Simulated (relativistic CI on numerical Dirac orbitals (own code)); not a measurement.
# Os³⁺: 4f photoemission

Computed with this model: Dirac-Coulomb-Breit CI, separate exchange-only KLI orbitals for each configuration, QED by a radiative potential, multiplet model of photoemission in the sudden approximation, unscaled Slater integrals; configurations [Xe] 4f14 5d5 → [Xe] 4f13 5d5; 80 K; Lorentzian 0.25 eV and Gaussian 0.5 eV FWHM. Energies are those of the free ion, without screening or charge transfer. The energies are binding energies and can lie tens of eV above those of solids. S is read from ⟨S²⟩ = S(S + 1).

Field parameters in Wybourne normalisation: Oh B⁴₀ = 21Dq, B⁴₄ = √(5/14) B⁴₀. The field is a parameter set, without covalency.

free ion: ground-state S = 2.44, centroid 92.55 eV. Peaks (eV, height): 91.0 (100), 93.8 (73), 96.4 (8).

Oh, 10Dq = 7000 cm⁻¹: ground-state S = 2.43, centroid 92.55 eV. Peaks (eV, height): 91.0 (100), 93.8 (65), 96.2 (8).

Strongest unbroadened transitions for free ion:

```tsv
Energy (eV)	Relative strength
90.73	100.0
90.97	84.3
91.18	68.2
91.40	52.0
91.63	35.7
91.97	21.8
93.43	14.1
93.48	14.6
93.72	35.1
93.79	14.7
93.82	35.0
93.85	8.6
93.90	14.7
94.02	37.5
94.09	14.2
94.46	8.6
95.19	9.1
96.48	8.3
```
